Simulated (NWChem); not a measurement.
System: C4H5NO; SMILES C=C/C=N/C=O

NWChem input:

```
start job
memory heap 200 mb stack 900 mb global 1100 mb
geometry units angstroms
  C     -2.805552     0.364011     0.094494
  C     -1.754726    -0.375838    -0.256883
  C     -0.402860     0.037000     0.005858
  N      0.585957    -0.696035    -0.344156
  C      1.875934    -0.249613    -0.066147
  O      2.183302     0.774677     0.479654
  H     -2.684429     1.311566     0.595036
  H     -3.815831     0.050053    -0.104814
  H     -1.869152    -1.325960    -0.758532
  H     -0.259468     0.998279     0.514723
  H      2.617255    -0.983867    -0.424180
end
basis spherical
  * library def2-svp
end
dft
  xc pbe0
  iterations 150
end
driver
  maxiter 120
end
task dft optimize
task dft freq
```

The optimisation ended at a saddle point (imaginary frequency).

The level has its own optimisation; frequencies are unscaled. Brackets give each atom's bonded neighbours.

What results follow from this input? (PBE0/def2-SVP.) Quantities: r C–C [C(CCH)–C(CHH)] (Å); r C–H [C(CHH)–H(C)] (Å); r C–C [C(CCH)–C(CHN)] (Å); r C–H [C(CCH)–H(C)] (Å); highest harmonic frequency (cm⁻¹); lowest (cm⁻¹); zero-point energy (kcal/mol); dipole (D).


* **r C–C [C(CCH)–C(CHH)] (Å)**: 1.341
* **r C–H [C(CHH)–H(C)] (Å)**: 1.094
* **r C–C [C(CCH)–C(CHN)] (Å)**: 1.450
* **r C–H [C(CCH)–H(C)] (Å)**: 1.094
* **highest harmonic frequency (cm⁻¹)**: 3276
* **lowest (cm⁻¹)**: -158
* **zero-point energy (kcal/mol)**: 52.6
* **dipole (D)**: 2.84
